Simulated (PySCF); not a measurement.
Atom-mapped SMILES (the numbers label the heavy atoms): `[CH:1]#[C:2][c:3]1[cH:4][cH:5][n+:6]([O-:7])[c:8]([CH3:9])[cH:10]1`. Hydrogens are named by the atom that carries them.

PySCF calculation with geometry: GFN2-xTB and NMR shieldings at PBE0/pcSseg-1/GIAO; one conformer, in vacuum, relativity neglected, rapidly exchanging positions averaged.

Referencing at the same level of theory: $^{13}$C, $^{1}$H vs TMS; $^{15}$N against NH3; $^{17}$O against H2O.

| atoms | nucleus | count | δ (ppm) |
| --- | --- | --- | --- |
| C8 | $^{13}$C | 1 | 154.7 |
| C1 | $^{13}$C | 1 | 91.4 |
| C10 | $^{13}$C | 1 | 136.5 |
| C3 | $^{13}$C | 1 | ? |
| O7 | $^{17}$O | 1 | ? |
| H(C9) | $^{1}$H | 3 | ? |
| H(C4) | $^{1}$H | 1 | 7.47 |
| H(C10) | $^{1}$H | 1 | 7.62 |
| N6 | $^{15}$N | 1 | 334.3 |
| C4 | $^{13}$C | 1 | 134.4 |
| H(C1) | $^{1}$H | 1 | 3.03 |
| H(C5) | $^{1}$H | 1 | ? |
| C2 | $^{13}$C | 1 | ? |
| C9 | $^{13}$C | 1 | 21.4 |
| C5 | $^{13}$C | 1 | 143.7 |

Task: Fill in the missing shifts.

Result: 
- C3: 117.9 ppm, substituted aromatic carbon
- C2: 86.8 ppm, alkyne carbon; the triple bond shields along its axis, which puts it between sp3 and sp2 carbons
- H(C5): 8.36 ppm, hydrogen on an aromatic CH next to a ring nitrogen; ring current plus the neighbouring ring nitrogen
- H(C9): 2.52 ppm, hydrogen on a methyl carbon on an aromatic ring; benzylic-type position, deshielded by the ring
- O7: 494.5 ppm, oxygen bonded to N

Shifts are as computed. Against solution values, carbons near 30 ppm lie about +3 ppm off and those near 130 ppm about +5 ppm. Of 1211 compounds with measured shifts, 218 miss one by over three times the rms of a fit or turn the order of signals round; such compounds aren't used in these exercises. Unscaled 17O shifts of doubly bonded oxygen tend to come out too high, by tens of ppm or more. Experimental scales use liquid or dissolved standards, which lie at an offset from isolated NH3 (liquid NH3: subtract about 20 ppm) and H2O (liquid H2O: subtract about 36 ppm). Unscaled 15N shifts of sp2 nitrogen come out 20 to 40 ppm too high even then.
